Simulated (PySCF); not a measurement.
C3H6GeO. Atoms are numbered in the order given.

```xyz
11

C     -0.5818     2.4402     0.0000
C      0.0261     1.0809     0.0000
C      1.3207     0.6471     0.0000
O      1.4545    -0.7185     0.0000
Ge    -0.4484    -0.8093     0.0000
H     -1.2219     2.6187    -0.8913
H     -1.2219     2.6187     0.8913
H      0.2072     3.2216     0.0000
H      2.2589     1.2366     0.0000
H     -0.9505    -1.5301    -1.2804
H     -0.9505    -1.5301     1.2804
```

Geometry: PBE-D3(BJ)/def2-SVP. This is a generated structure with no PubChem entry under its InChIKey; it may be hypothetical.

Method: PBE/def2-TZVP (PySCF).

Q: Estimate the frontier levels, gap, dipole moment and polarisability. (Estimate from the structure and the level; the computed values follow.)

A: 
```json
{
 "highest_occupied_level": "-5.05 eV",
 "lowest_empty_level": "-1.47 eV",
 "orbital_gap": "3.59 eV",
 "dipole_moment": "1.85 D",
 "quadrupole, principal values (traceless, Buckingham form, about the centre of nuclear charge)": "-3.65, -1.99, 5.64 D·Å",
 "mean_static_polarisability": "69.8 bohr³ (10.35 Å³)",
 "polarisability_principal_values": "54.2, 70.7, 84.6 bohr³"
}
```
